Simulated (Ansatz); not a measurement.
`COc1ccc(-c2ccc(-c3ccc(-c4ccc(-c5ccc(-c6ccc(C(F)=C(F)F)cc6)cc5)cc4)cc3)cc2)cc1`. The state is a singlet with charge 0. Geometry PBE-D4/def2-SVP; atoms count from 1.

```xyz
70

C   -12.841   -3.321   -5.777
O   -12.516   -2.160   -5.037
C   -11.248   -2.031   -4.560
C   -10.974   -0.851   -3.834
C    -9.703   -0.626   -3.308
C    -8.654   -1.564   -3.478
C    -7.304   -1.319   -2.921
C    -6.495   -2.380   -2.452
C    -5.219   -2.147   -1.932
C    -4.683   -0.841   -1.852
C    -3.329   -0.594   -1.304
C    -2.296   -1.552   -1.432
C    -1.019   -1.319   -0.916
C    -0.705   -0.113   -0.248
C     0.650    0.137    0.296
C     1.445   -0.916    0.804
C     2.722   -0.679    1.320
C     3.272    0.624    1.354
C     4.624    0.876    1.904
C     4.940    2.096    2.547
C     6.214    2.334    3.068
C     7.240    1.365    2.974
C     8.589    1.617    3.529
C     9.379    0.567    4.051
C    10.649    0.804    4.582
C    11.191    2.111    4.614
C    12.524    2.292    5.186
F    13.175    1.160    5.547
C    13.200    3.445    5.426
F    12.733    4.657    5.159
F    14.409    3.485    5.957
C    10.409    3.169    4.088
C     9.141    2.920    3.561
C     6.925    0.146    2.330
C     5.650   -0.092    1.809
C     2.477    1.677    0.844
C     1.200    1.440    0.329
C    -1.736    0.846   -0.120
C    -3.015    0.611   -0.633
C    -5.492    0.220   -2.320
C    -6.769   -0.012   -2.840
C    -8.948   -2.738   -4.204
C   -10.220   -2.979   -4.742
H   -12.716   -4.249   -5.174
H   -12.224   -3.412   -6.700
H   -13.904   -3.222   -6.066
H   -11.790   -0.127   -3.689
H    -9.521    0.289   -2.724
H    -6.893   -3.406   -2.461
H    -4.637   -2.996   -1.542
H    -2.490   -2.486   -1.982
H    -0.232   -2.073   -1.069
H     1.036   -1.938    0.831
H     3.294   -1.519    1.744
H     4.157    2.858    2.676
H     6.409    3.280    3.596
H     8.976   -0.457    4.070
H    11.235   -0.030    4.991
H    10.800    4.194    4.077
H     8.572    3.758    3.133
H     7.707   -0.618    2.203
H     5.455   -1.038    1.281
H     2.886    2.698    0.815
H     0.627    2.279   -0.094
H    -1.541    1.780    0.428
H    -3.802    1.364   -0.477
H    -5.097    1.247   -2.311
H    -7.352    0.836   -3.230
H    -8.151   -3.476   -4.381
H   -10.396   -3.901   -5.312
```

Single mean-field runs in def2-SVP are fitted with def2-universal-jkfit.

Q: Estimate the Mulliken populations of the heavy atoms from the PBE0/def2-SVP orbitals of Ansatz.

A: 
```
atom  charge (e)
  C1        0.10
  O2       -0.35
  C3        0.21
  C4       -0.04
  C5       -0.03
  C6        0.02
  C7        0.03
  C8       -0.04
  C9       -0.04
 C10        0.03
 C11        0.04
 C12       -0.04
 C13       -0.04
 C14        0.03
 C15        0.03
 C16       -0.04
 C17       -0.04
 C18        0.03
 C19        0.03
 C20       -0.04
 C21       -0.04
 C22        0.03
 C23        0.03
 C24       -0.03
 C25       -0.03
 C26       -0.04
 C27        0.18
 F28       -0.21
 C29        0.35
 F30       -0.16
 F31       -0.15
 C32       -0.02
 C33       -0.04
 C34       -0.04
 C35       -0.04
 C36       -0.04
 C37       -0.04
 C38       -0.04
 C39       -0.04
 C40       -0.04
 C41       -0.04
 C42       -0.04
 C43       -0.11
```
Mulliken values depend strongly on the basis.

Q: And the Mayer bond orders between heavy atoms (over 0.3, the first 40 of 48)?

A: C1–O2 0.95 (1.41 Å); O2–C3 1.11 (1.36 Å); C3–C4 1.35 (1.41 Å); C3–C43 1.31 (1.41 Å); C4–C5 1.42 (1.39 Å); C5–C6 1.34 (1.42 Å); C6–C7 1.02 (1.48 Å); C6–C42 1.39 (1.41 Å); C7–C8 1.36 (1.41 Å); C7–C41 1.36 (1.41 Å); C8–C9 1.41 (1.40 Å); C9–C10 1.36 (1.41 Å); C10–C11 1.02 (1.48 Å); C10–C40 1.36 (1.41 Å); C11–C12 1.36 (1.41 Å); C11–C39 1.36 (1.41 Å); C12–C13 1.41 (1.40 Å); C13–C14 1.36 (1.41 Å); C14–C15 1.02 (1.48 Å); C14–C38 1.36 (1.41 Å); C15–C16 1.36 (1.41 Å); C15–C37 1.36 (1.41 Å); C16–C17 1.41 (1.40 Å); C17–C18 1.36 (1.41 Å); C18–C19 1.02 (1.48 Å); C18–C36 1.36 (1.41 Å); C19–C20 1.36 (1.41 Å); C19–C35 1.36 (1.41 Å); C20–C21 1.41 (1.40 Å); C21–C22 1.36 (1.41 Å); C22–C23 1.02 (1.48 Å); C22–C34 1.36 (1.41 Å); C23–C24 1.36 (1.41 Å); C23–C33 1.35 (1.42 Å); C24–C25 1.40 (1.40 Å); C25–C26 1.34 (1.42 Å); C26–C27 1.04 (1.46 Å); C26–C32 1.33 (1.42 Å); C27–F28 1.04 (1.35 Å); C27–C29 1.62 (1.36 Å).
